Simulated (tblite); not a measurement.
C7H12O2Si.
Z-matrix (Å and degrees, GFN2-xTB geometry), rows numbered from 1:
```
C 
C   1  1.5290
C   2  1.5054  1  111.16
C   3  1.3476  2  122.79  1   -83.68
O   4  1.3839  3  115.14  2     0.76
C   5  1.4015  4  116.56  3  -161.42
Si  4  1.8775  3  121.97  2   177.93
C   7  1.8570  4   97.87  3    -0.55
C   8  1.3338  7  121.83  4     0.96
O   9  1.3420  8  128.27  7    -0.64
H   1  1.0875  2  110.32  3  -179.20
H   1  1.0877  2  110.42  3   -59.08
H   1  1.0867  2  109.82  3    60.91
H   2  1.0905  1  109.31  3  -119.92
H   2  1.0913  1  109.76  3   120.00
H   6  1.0895  5  105.91  4  -178.22
H   6  1.0947  5  111.55  4    63.06
H   6  1.0939  5  111.93  4   -59.27
H   7  1.4746  4  112.73  3  -119.51
H   7  1.4745  4  112.47  3   118.20
H   8  1.0779  7  120.92  4  -179.12
H   9  1.0854  8  122.80  7   179.53
```

All values are computed: GFN2-xTB (tblite) harmonic vibrations without scaling, gas phase. Errors from tens to a few hundred cm⁻¹ against measured bands are possible. Modes of hydrogen on silicon can be 10 to 20 % off. One conformer, not necessarily the lowest.

Harmonic wavenumbers (cm⁻¹): 42.8, 63.6, 87.2, 102.4, 181.8, 191.1, 216.4, 241.6, 286.7, 329.1, 357.0, 408.3, 437.9, 460.9, 524.7, 556.0, 567.6, 600.3, 672.6, 722.1, 760.9, 805.6, 814.8, 824.0, 901.7, 930.0, 994.3, 1042.5, 1081.8, 1087.1, 1094.2, 1127.0, 1150.8, 1174.9, 1219.5, 1244.9, 1279.3, 1321.8, 1338.2, 1401.0, 1408.6, 1452.4, 1471.9, 1483.6, 1497.3, 1501.2, 1625.5, 1633.0, 2144.2, 2178.2, 2927.6, 2948.0, 2988.2, 2994.5, 3017.8, 3018.9, 3032.5, 3036.0, 3051.3, 3092.2.

A = 1315, B = 1160, C = 662.2 MHz; mass 156.061 u (most abundant isotopes); point group C1, symmetry number 1.

Question: Zero-point energy?

Answer: Half the sum of the wavenumbers: 37574 cm⁻¹ = 107.43 kcal/mol.

Question: What is S at 200 K and 1 bar for an ideal gas of classical rigid rotors and harmonic oscillators?

Answer: Translation 39.09, rotation 28.95, vibration 23.42: S = 91.5 cal/(mol K).

Question: And Cp and H(200 K) − H(0)?

Answer: Cp = 33.61 cal/(mol K), of which vibrations give 25.66 (their classical limit is 60 R = 119.2); H(200 K) − H(0) = 4.15 kcal/mol without the zero-point energy, 2.56 from vibrations.

Question: How do the functions run with temperature in this model?

Answer: 
```json
{"T (K)": "150", "S (cal/(mol K))": "82.7", "Cp (cal/(mol K))": "27.4", "H − H(0) (kcal/mol)": "2.63", "G − H(0) (kcal/mol)": "-9.78", "ln q(vib)": "3.73"}
{"T (K)": "250", "S (cal/(mol K))": "99.6", "Cp (cal/(mol K))": "39.8", "H − H(0) (kcal/mol)": "5.99", "G − H(0) (kcal/mol)": "-18.92", "ln q(vib)": "6.95"}
{"T (K)": "298.15", "S (cal/(mol K))": "107.1", "Cp (cal/(mol K))": "45.7", "H − H(0) (kcal/mol)": "8.04", "G − H(0) (kcal/mol)": "-23.90", "ln q(vib)": "8.50"}
{"T (K)": "400", "S (cal/(mol K))": "122.2", "Cp (cal/(mol K))": "57.4", "H − H(0) (kcal/mol)": "13.30", "G − H(0) (kcal/mol)": "-35.59", "ln q(vib)": "11.76"}
{"T (K)": "600", "S (cal/(mol K))": "149.1", "Cp (cal/(mol K))": "75.5", "H − H(0) (kcal/mol)": "26.71", "G − H(0) (kcal/mol)": "-62.78", "ln q(vib)": "18.02"}
{"T (K)": "900", "S (cal/(mol K))": "183.3", "Cp (cal/(mol K))": "92.8", "H − H(0) (kcal/mol)": "52.18", "G − H(0) (kcal/mol)": "-112.82", "ln q(vib)": "26.83"}
```

q(vib) and H(0) count from the zero-point level.

Question: Which modes carry the vibrational entropy at 200 K?

Answer: 42.8 cm⁻¹: 4.34; 63.6 cm⁻¹: 3.56; 87.2 cm⁻¹: 2.95; 102.4 cm⁻¹: 2.64; 181.8 cm⁻¹: 1.59; 191.1 cm⁻¹: 1.50 cal/(mol K); the other 54 give 6.84 together.

Question: What must be added to the electronic energy to get the Gibbs energy at 200 K and 1 bar?

Answer: ZPE + [H(200 K) − H(0)] − T·S = 107.43 + 4.15 − 18.29 = 93.29 kcal/mol.

Question: Blend soft modes into free rotors: weight 1/[1 + (100 cm⁻¹/ν̃)⁴] for the oscillator and the rest for a rotor with moment μB/(μ + B), μ = h/(8π²ν), B = 10⁻⁴⁴ kg m². What vibrational entropy results?

Answer: 21.64 cal/(mol K) in place of 23.42, which changes −T·S at 200 K by +0.36 kcal/mol.

Hindered rotation and anharmonicity are outside this model. Other conformers, if any are populated, would add a mixing term that is left out. The structure is chiral; the term R ln 2 for an equal mix with its mirror image is left out.

Time: 1.5 s wall. Hardware: one thread, Intel Xeon at 2.70 GHz (x86_64), no GPU, on a shared host. The figure is for the frequency step alone.
